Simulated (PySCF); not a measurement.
# 31P chemical shifts

Method: geometry: GFN2-xTB, GIAO PBE0/pcSseg-1 shieldings, in PySCF 2.14.0 with density-fitted response routines (non-relativistic, one computed conformer, no solvent, equivalent nuclei averaged).

Shieldings were converted by a linear fit to measured shifts: 31P (scatter 18.1 ppm rms vs H3PO4, solution or neat liquid). Occasional misses reach two or three times the rms, and more in compound classes unlike the fitted ones.

Order these by 31P shift, lowest first.
A. C=Cc1oc2ccccc2p1
B. Cc1n[nH]c(C)p1
C. FC(F)(F)C(F)(F)C(F)(F)C#P
D. CC(=O)[P@@](C)(=N)C(F)(F)F
E. N#Cc1cccc(F)p1
F. C#Cc1cccpc1C(C)=O

Results:

D (0.2 ppm, phosphorus bonded to 3 C, N), C (42.6 ppm, phosphorus bonded to C), B (87.3 ppm, phosphorus bonded to 2 C, in a 5-membered ring), A (113.9 ppm, phosphorus bonded to 2 C, in a 5-membered ring), E (180.9 ppm, phosphorus bonded to 2 C, in a 6-membered ring), F (215.1 ppm, phosphorus bonded to 2 C, in a 6-membered ring).
